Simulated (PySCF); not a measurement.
**Electron correlation in Br³⁺ (bromine, charge +3)**

[Ar] 3d10 4s2 4p2, high-spin 3P determinant. Calculation: PySCF 2.14, in cc-pVTZ-PP with ECP10MDF (5s4p3d1f, 39 functions); scalar relativity through the core potential. Frozen: 3s2 3p6 3d10; 4 electrons correlated.

MP2 pair energies summed by pair of shells (mhartree):

| pair | energy | share (%) |
| --- | --- | --- |
| 4s-4p | -37.86 | 63.1 |
| 4s-4s | -16.13 | 26.9 |
| 4p-4p | -5.97 | 10.0 |

Total MP2 correlation energy: -59.96 mhartree.

Same-spin part -9.67 and opposite-spin part -50.28 mhartree; SCS-MP2 scales them by 1/3 and 6/5 to -63.56 mhartree.

| level | correlation energy (mhartree) |
| --- | --- |
| CCSD | -76.23 |
| (T) | -1.39 |
| CCSD(T) | -77.62 |

Diagnostics: T1 = 0.0056, D1 = 0.0149, largest double amplitude 0.091.

Problem. Is a single reference adequate?

Solution. Mostly. T1 lies below 0.03, but a double amplitude of this size points to a near-degeneracy that CCSD handles and MP2 describes poorly.
